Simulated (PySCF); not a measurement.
## Ionisation energy of Mo(40+) by level of theory

Mo(40+) 1s2 → Mo(41+) 1s1 [1s1/2^1, M_J = 1/2], as a difference of total energies. Calculation: PySCF 2.14, in an uncontracted even-tempered set (15 s from 77 bohr⁻², ratio 2.4; 10 p from 100 bohr⁻², ratio 2.4; 3 d from 310 bohr⁻², ratio 2.6; 3 f from 470 bohr⁻², ratio 2.6); the two-component X2C-1e Hamiltonian. Correlated levels: nothing frozen; the 32 highest virtual spinors dropped. "Screened" scales the spin-orbit matrix elements by Boettger's factors to mimic the two-electron term; Breit and QED terms are absent.

```json
{"method": "GHF (screened spin-orbit)", "ionisation energy (eV)": "23841.0", "difference from reference (eV)": "+30.3"}
{"method": "GMP2 (screened spin-orbit)", "ionisation energy (eV)": "23842.4", "difference from reference (eV)": "+31.7"}
```

Reference: 23810.7 eV (theoretical estimate listed by NIST; NIST Atomic Spectra Database, ionization energies).

For this ion Breit and QED terms and the two-electron picture change, all absent here, outweigh the correlation shift from GHF to GMP2.
